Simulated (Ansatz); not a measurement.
CHO$_{2}$, charge +1, singlet, at a GFN2-xTB geometry; RPA/def2-TZVP (Ansatz, a first-principles code).

Input for Ansatz:
Ansatz 0.2 input:
```yaml
crystal:
  periodic: [false, false, false]
  atoms:
    - {symbol: O, position_ang: [1.21306943, -0.14410509, -0.06170642]}
    - {symbol: C, position_ang: [0.10887143, -0.00061822, -0.02177577]}
    - {symbol: O, position_ang: [-1.06740096, 0.07785148, 0.11883730]}
    - {symbol: H, position_ang: [-1.81857638, 0.53373819, -0.32639241]}
basis:
  gaussian:
    orbitals: def2-TZVP
total_charge: 1
magnetization: {spin_polarized: false}
correlation: {method: rpa}
```

Output, abridged:

```
Functional definition: HF
664 factors; integrals over basis functions are off by at most 1.2e-3 eV
mean field evaluation 1: about -5109.4831 eV, gradient 5.4e1 eV
mean field evaluation 2: about -5109.4866 eV, gradient 5.4e1 eV
mean field evaluation 4: about -5113.7923 eV, gradient 4.6e0 eV
mean field evaluation 8: about -5113.8420 eV, gradient 4.5e-1 eV
mean field -5113.84293478 eV, -187.9302615660 hartree, gradient 1.7e-6 eV, S^2 0.000000; 0 other end points of the search recorded, 0 dependent functions left out
3 core orbitals not correlated
reference -5113.84293478 eV, -187.9302615660 hartree; 8, 8 occupied and 88, 88 virtual orbitals, 664 factors
Total energy: -5131.58588384 eV, -188.5823029175 hartree
```
